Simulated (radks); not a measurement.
Results of a calculation; reference values are marked as such.
Polarisability of the manganese ion Mn5+, [Ar] 3d2, at imaginary frequency. Level of theory: scalar-relativistic Kohn-Sham, exchange-only LDA, spin-polarised, spherical densities, finite nucleus; open shells are filled with parallel spins first; Fermi nuclear charge, rms radius 3.7057 fm (a radial shooting solver on a logarithmic mesh with Libxc functionals). Response by self-consistent Sternheimer equations with the Hartree and adiabatic exchange-only LDA kernel, the relativistic mass of each level held fixed and spin-orbit coupling left out.

| w (hartree) | alpha1(iw) (bohr^3) |
|---|---|
| 0.00266 | 0.9410 |
| 0.0143 | 0.9409 |
| 0.0360 | 0.9407 |
| 0.0697 | 0.9401 |
| 0.118 | 0.9384 |
| 0.186 | 0.9348 |
| 0.280 | 0.9270 |
| 0.413 | 0.9114 |
| 0.605 | 0.8807 |
| 0.892 | 0.8221 |
| 1.35 | 0.7164 |
| 2.12 | 0.5471 |
| 3.59 | 0.3307 |
| 6.94 | 0.1390 |
| 17.5 | 0.03320 |

Static values: alpha1 = 0.9410 bohr^3 (0.1394 angstrom^3; uncoupled 1.333). C6 = 1.720, triple-dipole C9 = 1.166 atomic units. One-pole (London) frequency 4 C6 / (3 alpha1^2) = 2.590 hartree, against 3.023 for minus the highest occupied eigenvalue.
